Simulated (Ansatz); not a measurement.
Mulliken charges of BrFGaHS, SMILES `[F][Ga]([SH])[Br]` from B3LYP/def2-TZVPP in Ansatz (PBE0-D4/def2-TZVP geometry).

```csv
atom,x (Å),y (Å),z (Å),charge (e)
F1,-0.371,-1.519,0.988,-0.363
Ga2,-0.463,-0.156,-0.099,0.638
S3,1.270,1.140,-0.274,-0.194
Br4,-2.395,0.132,-1.230,-0.208
H5,1.960,0.403,0.615,0.127
```

**Question.** By hand: the dipole of these point charges (1 e Å = 4.8032 D).

**Answer.** Σ q r = (0.340, 0.254, -0.035) e Å, of length 0.426 e Å = 2.05 D.

**Question.** How does the dipole of the full density compare? (Best estimate.)

**Answer.** Computed: (0.223, 0.186, -0.037) e Å, 1.41 D; the point charges give 1.45 times that, at 4° from its direction.

Point charges leave out the atoms' own dipoles, such as those of lone pairs, and Mulliken's split depends on the basis, so the two needn't agree.

B3LYP here is the variant with VWN-RPA as its local correlation; programs differ in this.
